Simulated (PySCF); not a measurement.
Compound: C8H16Si.
SMILES: `C=C1CCC[C@@H](C[SiH3])C1`

The closed-shell ground state was solved at several levels (PySCF, density fitting, gas phase, non-relativistic). Geometry: PBE0-D3(BJ)/def2-SVP, one conformer, isolated molecule.

```
            level  basis functions  total energy (Eh)  HOMO (eV)  LUMO (eV)  gap (eV)  dipole (D)
wB97X-D/def2-SVPD              312          -603.5614      -8.89       1.97     10.86        1.26
     KT2/pcSseg-1              240          -612.0209      -5.97      -0.64      5.33        1.19
```

Question: What might PBE0/pcSseg-1 (240 basis functions) give for the same quantities?

Answer: Total energy -603.4038 Eh, HOMO -7.05 eV, LUMO 0.38 eV, gap 7.43 eV, dipole 1.22 D.

Question: Over all these levels, which gives the widest orbital gap and which the narrowest?

Answer: wB97X-D/def2-SVPD (range-separated hybrid) has the widest, 10.86 eV, and KT2/pcSseg-1 (GGA) the narrowest, 5.33 eV. Functional and basis both differ between the two, so the spread mixes both effects.

Question: How far do the dipole and the HOMO energy spread over the levels?

Answer: The dipole runs from 1.19 to 1.26 D (mean 1.22 D) and the HOMO from -8.89 to -5.97 eV.

The pairwise dispersion term of wB97X-D wasn't added to the energies; at a given geometry it leaves orbitals and properties as they are.
